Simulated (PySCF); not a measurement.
PySCF 2.14 output of an unrestricted BP86 calculation on a single atom or ion in cc-pVTZ-DK, with the spin-free X2C one-electron Hamiltonian (Gaussian nucleus):

```
SCF conv_tol = 1e-09
number electrons alpha = 15  beta = 10
    A. D. Becke.,  Phys. Rev. A 38, 3098 (1988)
    J. P. Perdew.,  Phys. Rev. B 33, 8822 (1986)
cycle= 1 E= -1272.52029122172  delta_E= -0.0167  |g|= 0.125  |ddm|= 1.06
cycle= 2 E= -1272.51459552337  delta_E= 0.0057  |g|= 0.222  |ddm|= 0.358
cycle= 3 E= -1272.52378900952  delta_E= -0.00919  |g|= 0.00957  |ddm|= 0.259
cycle= 4 E= -1272.52381300638  delta_E= -2.4e-05  |g|= 0.000556  |ddm|= 0.00755
cycle= 5 E= -1272.52381307273  delta_E= -6.64e-08  |g|= 1.52e-05  |ddm|= 0.00144
cycle= 6 E= -1272.52381307282  delta_E= -9.19e-11  |g|= 4.8e-06  |ddm|= 4.77e-05
converged SCF energy = -1272.52381307282  <S^2> = 8.7507045  2S+1 = 6.0002348
```

The run itself started from symmetry-adapted Hartree-Fock orbitals and held the occupation by maximum overlap, on a logarithmic radial grid, so the iterations belong to that start.

Which element, charge and spin multiplicity is this?

Fe⁺ (iron, charge +1), multiplicity 6; the state was [Ar] 3d6 4s1, high-spin 6D determinant.
